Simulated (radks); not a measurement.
Values are calculated unless marked as measured or tabulated.
Problem. These are the eigenvalues of the occupied orbitals of an atom or ion with whole-number occupations (hartree). Code: a radial shooting solver on a logarithmic mesh with Libxc functionals. Model: Dirac Kohn-Sham, LDA (Slater exchange, Perdew-Wang correlation), spin-unpolarised, spherical densities, finite nucleus; Fermi nuclear charge, rms radius of each element as measured or else 0.836 A^(1/3) + 0.57 fm.

| orbital | eigenvalue |
|---|---|
| 1s1/2 | -2548.828 |
| 2s1/2 | -441.0260 |
| 2p1/2 | -422.0569 |
| 2p3/2 | -372.4016 |
| 3s1/2 | -102.7739 |
| 3p1/2 | -94.28145 |
| 3p3/2 | -83.54689 |
| 3d3/2 | -69.15468 |
| 3d5/2 | -66.81787 |
| 4s1/2 | -22.44045 |
| 4p1/2 | -18.91497 |
| 4p3/2 | -16.41869 |
| 4d3/2 | -10.60682 |
| 4d5/2 | -10.14675 |
| 5s1/2 | -4.48187 |
| 5p1/2 | -3.42020 |
| 5p3/2 | -3.04148 |
| 4f5/2 | -2.86438 |
| 4f7/2 | -2.78171 |
| 5d3/2 | -1.62798 |

Which element is it, and in what charge state? The configuration may be excited. Open shells, if any, fill j = l - 1/2 first.

Solution. Z = 74, tungsten, charge +4: W4+ in [Xe] 4f14 5d2. The list shows which subshells hold electrons but not how many an open one holds; the 1s level, -2548.8 hartree, gives Z - s = 71.4 by -(Z - s)^2/2, which with screening and relativity narrows Z to a few neighbours, and the depths of the outer levels then fix element, charge and occupations together.
